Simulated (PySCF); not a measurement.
Cl₃HOSi. Atoms are numbered in the order given.

```xyz
6

O      0.1069    -1.9015     0.0000
Si     0.0159    -0.2699     0.0000
Cl    -0.9726     0.4182    -1.6513
Cl     1.9239     0.4218     0.0000
Cl    -0.9726     0.4182     1.6513
H     -0.7168    -2.4001     0.0000
```
Charge 0, spin multiplicity 1.

The structure is a stationary point at PBE0-D3(BJ)/def2-SVP. Other conformers were not sampled.

These are PBE0-D3(BJ)/def2-SVP (PySCF) values and carry that method's errors.

Frequencies are harmonic and unscaled.

Computed normal modes with their intensities:
```tsv
mode	ν (cm⁻¹)	IR (km/mol)	Raman (Å⁴/amu)	depolarisation	moving atoms (share of kinetic energy)
1	118	48.6	2.9	0.75	H 53 %, Cl 41 %
2	163	1.2	2.3	0.75	Cl 82 %, O 13 %
3	194	32.1	0.8	0.75	Cl 49 %, H 40 %
4	232	11.0	3.1	0.59	Cl 57 %, Si 26 %, O 16 %
5	271	13.3	2.5	0.70	O 42 %, Cl 39 %, H 10 %, Si 9 %
6	286	51.0	2.5	0.75	O 57 %, Cl 33 %
7	466	13.0	10.9	0.01	Cl 72 %, O 14 %, Si 13 %
8	628	240.3	1.0	0.75	Si 68 %, Cl 31 %
9	632	165.7	1.3	0.75	Si 58 %, Cl 32 %, H 10 %
10	799	280.1	2.0	0.21	H 68 %, O 20 %, Si 11 %
11	966	105.6	3.4	0.23	O 47 %, Si 41 %, H 12 %
12	3923	157.5	86.4	0.30	H 94 %
```
